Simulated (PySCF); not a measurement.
## Two-component Hartree-Fock for Pd¹⁹⁺ (palladium, charge +19)

Start: [Ar] 3d9; 3d3/2 filled at m_j = -3/2, -1/2, +1/2, +3/2; 3d5/2 filled at m_j = -3/2, -1/2, +1/2, +3/2, +5/2. Calculated with PySCF 2.14 in an even-tempered Gaussian basis (17 s from 2.1 bohr⁻², ratio 2.8; 12 p from 2.7 bohr⁻², ratio 2.8; 8 d from 2.7 bohr⁻², ratio 2.8; 4 f from 13 bohr⁻², ratio 3): generalised Hartree-Fock with the X2C-1e Hamiltonian and a Gaussian nucleus; one run each with spin-orbit coupling (SO) switched off, then screened by Boettger's factors.

```
spinor shell  electrons  ε, spin-free (eV)  ε, screened SO (eV)  weight of nominal j (screened SO)  rms radius, screened SO (bohr)
       1s1/2          2           -25041.1             -25039.4                              1.000                          0.0365
       2s1/2          2            -4209.5              -4208.9                              1.000                           0.149
       2p1/2          2            -3826.4              -3938.0                              1.000                           0.130
       3s1/2          2            -1207.1              -1206.9                              1.000                           0.397
       3p1/2          2            -1077.4              -1100.4                              0.995                           0.389
       3p3/2          4            -1077.4              -1066.7                              0.997                           0.399
       3d3/2          4            -879.54              -883.82                              0.958                           0.369
       3d5/2          5            -879.54              -876.39                              0.966                           0.372
```

Q: Where does 2p3/2 lie, and what is the 2p spin-orbit splitting (screened SO)?

A: At -3774.5 eV, 163.52 eV above 2p1/2.

| quantity | spin-free | screened SO |
| --- | --- | --- |
| E (hartree) | -4885.06882 | -4885.99871 |
| M_J | 5/2 | 5/2 |
| ⟨J²⟩ | 8.750 | 8.750 |
| ⟨L²⟩ | 6.000 | 6.008 |
| ⟨S²⟩ | 0.750 | 0.758 |

Each row is a mean over spinors that exchange with the open shell spreads, by up to 15.420 eV (3p3/2).

Breit and QED terms are absent; they matter most for the inner s and p1/2 levels.

Densities and radii are taken from the X2C orbitals without a picture-change correction, which distorts them close to the nucleus.

Without spin-orbit coupling the j labels of p, d and f shells carry no meaning; the spin-free column gives the mean over the occupied spinors of each nl shell.
